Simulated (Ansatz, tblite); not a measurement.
Spin states of the cluster Cs2Br2 (the lowest singlet isomer of a short search), each relaxed with PBE-D4/def2-SVP in Ansatz. Electronic energies in the gas phase.

In the def2 sets Cs takes a core potential; there is no spin–orbit coupling. The xTB rows come from tblite. Correlated methods freeze 18 core orbitals; core or outer-core shells of Cs, Br are correlated, in sets that lack core-valence functions. In the triplet, Br3 and Br4 lie 2.96 Å apart (atoms count from 1), so these atoms are partly bonded to each other. The structure comes from a short search, and lower isomers may exist.

Singlet geometry:

```xyz
4

Cs    2.335    0.009   -0.544
Cs   -2.325   -0.016    0.586
Br   -0.080   -2.319   -0.384
Br    0.070    2.326    0.342
```

Triplet geometry (C2v within 0.1 Å):

Cartesian coordinates in Å:
```
Cs -1.5400 2.0448 -1.9523
Cs 1.4813 -2.2534 1.7584
Br -1.2438 -0.1873 0.7958
Br 1.3025 0.3959 -0.6019
```

Quintet geometry (C2v within 0.1 Å):

```xyz
4

Cs   -1.294   -0.919   -2.733
Cs    1.410    0.802    2.712
Br   -2.170   -2.350    1.821
Br    2.054    2.467   -1.800
```

⟨S²⟩: triplet 2.00 at PBE0-D4/def2-TZVP (pure 2.00), quintet 6.01 at PBE0-D4/def2-TZVP (pure 6.00).

Run but left out: LDA (SPW92)/def2-TZVP (quintet: an occupied level 0.11 eV above an empty one).

Only these spin states were relaxed. The triplet has other bonds than the singlet, so the gap mixes isomer and spin. The quintet has other bonds than the singlet, so the gap mixes isomer and spin.

```tsv
level	triplet − singlet (kcal/mol)	quintet − singlet (kcal/mol)	lowest of these
HF/def2-TZVP	92.6	180.9	singlet
PBE-D4/def2-TZVP	81.8	212.7	singlet
r2SCAN-D4/def2-TZVP	90.3	227.0	singlet
r2SCAN0-D4/def2-TZVP	94.2	223.7	singlet
B2PLYP/def2-TZVP	92.1	218.4	singlet
RPA@PBE/def2-TZVP	82.5	198.1	singlet
```

Problem. Estimate the rows for GFN1-xTB, GFN2-xTB, PBE0-D4/def2-TZVP, BHLYP-D4/def2-TZVP, ωB97X-V/def2-TZVP, MP2/def2-TZVP.

Solution. 
```json
{"level": "GFN1-xTB", "triplet − singlet (kcal/mol)": "51.3", "quintet − singlet (kcal/mol)": "192.0", "lowest of these": "singlet"}
{"level": "GFN2-xTB", "triplet − singlet (kcal/mol)": "82.9", "quintet − singlet (kcal/mol)": "224.1", "lowest of these": "singlet"}
{"level": "PBE0-D4/def2-TZVP", "triplet − singlet (kcal/mol)": "89.4", "quintet − singlet (kcal/mol)": "215.3", "lowest of these": "singlet"}
{"level": "BHLYP-D4/def2-TZVP", "triplet − singlet (kcal/mol)": "93.8", "quintet − singlet (kcal/mol)": "207.2", "lowest of these": "singlet"}
{"level": "ωB97X-V/def2-TZVP", "triplet − singlet (kcal/mol)": "102.2", "quintet − singlet (kcal/mol)": "231.8", "lowest of these": "singlet"}
{"level": "MP2/def2-TZVP", "triplet − singlet (kcal/mol)": "99.6", "quintet − singlet (kcal/mol)": "222.4", "lowest of these": "singlet"}
```

The xTB methods have no spin-polarisation term.
